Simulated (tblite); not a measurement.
C5H8ClO2 (doublet state).
SMILES with atom numbers: `[CH3:1]/[C:2]([CH2:3][OH:4])=[C:5](/[Cl:6])[CH2:7][O:8]` (hydrogens: H9, H10, H11 on C1; H12, H13 on C3; H14 on O4; H15, H16 on C7)
Bond orders are those of one Lewis drawing.

Computed with GFN2-xTB (tblite), gas phase: L-BFGS steps from a force-field or distance-geometry start until the largest atomic force falls under 0.01 eV/Å.

Geometry at step 170:
```
atom  x, y, z in Å
C1     -0.1197   -1.4971    0.5128
C2     -0.3668   -0.1623   -0.0789
C3     -1.8142    0.3206   -0.1007
O4     -2.1500    1.0701    1.0385
C5      0.6320    0.6142   -0.4878
Cl6     0.3814    2.1965   -1.1413
C7      2.1151    0.2580   -0.3332
O8      2.3451   -0.9976    0.0407
H9     -0.4628   -2.3021   -0.1359
H10    -0.5751   -1.5842    1.5000
H11     1.0031   -1.5901    0.5855
H12    -2.4814   -0.5482   -0.0948
H13    -1.9767    0.9000   -1.0252
H14    -1.6329    1.8885    1.0471
H15     2.5496    1.0079    0.3631
H16     2.5457    0.4344   -1.3422
```

**Question.** What forces act on the atoms?

**Answer.** 
```
atom  Fx (eV/Å)  Fy (eV/Å)  Fz (eV/Å)
  C1     -0.017     -0.004      0.049
  C2      0.000      0.043      0.005
  C3     -0.074      0.024     -0.002
  O4      0.120      0.039     -0.145
  C5      0.008      0.043      0.020
 Cl6     -0.029     -0.063      0.025
  C7      0.012      0.022     -0.020
  O8      0.030      0.017     -0.005
  H9      0.013      0.020      0.039
 H10      0.029     -0.011     -0.087
 H11     -0.035      0.008     -0.017
 H12      0.050      0.119      0.008
 H13     -0.007     -0.057      0.143
 H14     -0.068     -0.137     -0.030
 H15     -0.034     -0.039     -0.010
 H16      0.004     -0.024      0.029
```

The largest, 0.19 eV/Å, acts on O4; the rms over all components is 0.054 eV/Å. The forces sum to zero within rounding, as they must for an isolated molecule in no field.

**Question.** Give the force on O4 in Eh/bohr and in nN.

**Answer.** 0.192 eV/Å ÷ 51.422 = 0.00374 Eh/bohr, and 0.192 eV/Å × 1.602 = 0.31 nN.

**Question.** How far is this geometry from the end of the optimisation?

**Answer.** 0.014 eV above it, and 0.198 Å rms away after alignment. The bonds farthest from their final lengths, with half the difference of the two atoms' forces along the bond (positive lengthens):

| bond | now (Å) | final (Å) | force along bond (eV/Å) |
| --- | --- | --- | --- |
| C3–O4 | 1.404 | 1.397 | -0.08 |
| C3–H12 | 1.095 | 1.091 | -0.08 |
| C1–H11 | 1.129 | 1.125 | -0.01 |
| C5–C7 | 1.533 | 1.530 | 0.00 |
| C1–H10 | 1.091 | 1.088 | -0.07 |
| C3–H13 | 1.103 | 1.101 | -0.09 |

The angle farthest from its final value is C2–C3–O4, 112.6° against 113.5°.

What follows is the cost of the whole relaxation. On Arm Neoverse V1, one thread, no GPU, shared host with 32 logical CPUs at a one-minute load of 22, this took 1.5 s of wall time.
